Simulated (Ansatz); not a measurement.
Born–Oppenheimer molecular dynamics of FGeH$_{5}$ (7 atoms, charge 0, multiplicity 1). It starts at the highest image of a converged band, a first-order saddle point between two minima.

The calculation used RKS LDA/def2-TZVP in Ansatz 0.2.0.

```json
{
  "ensemble": "NVE (velocity Verlet)",
  "time step": "0.5 fs",
  "steps asked": "200",
  "starting velocities drawn for": "300 K",
  "seed": "9228"
}
```

First frame:

```xyz
7
Properties=species:S:1:pos:R:3
Ge -0.503 -0.199 -0.030
F 0.689 1.470 0.037
H -0.549 -1.453 -0.936
H -0.733 -0.540 1.445
H -1.517 0.818 -0.589
H 1.321 0.448 0.054
H 1.292 -0.545 0.020
```

**Question.** How far do the bonds stretch over the last three quarters of this one trajectory? (Pairs bonded in most of those frames.)

**Answer.** 
```tsv
bond	mean (Å)	spread (Å)	shortest	longest
Ge1–F2	1.762	0.127	1.59	1.96
Ge1–H3	1.547	0.020	1.51	1.59
Ge1–H4	1.543	0.020	1.50	1.57
Ge1–H5	1.544	0.016	1.52	1.58
H6–H7	0.776	0.044	0.71	0.84
```

Mean temperature of the second half: 1677 K. The conserved energy stayed within 0.24 meV per atom of its start (net change -0.023 meV per atom), so the integration is sound. The kinetic energy rose, since the run started high on the potential surface and went downhill. It ends in pieces (FGeH3 + H2), so much of that is their flight and rotation, not heat. A run of 0.1 ps of so small a system gives no equilibrium averages. The orbitals stay closed-shell, which can raise the energy where a bond breaks towards radicals; this wasn't checked here.

The run took 2 min on 2 threads of Arm Neoverse V2, on a shared host, peak memory 0.15 GiB.
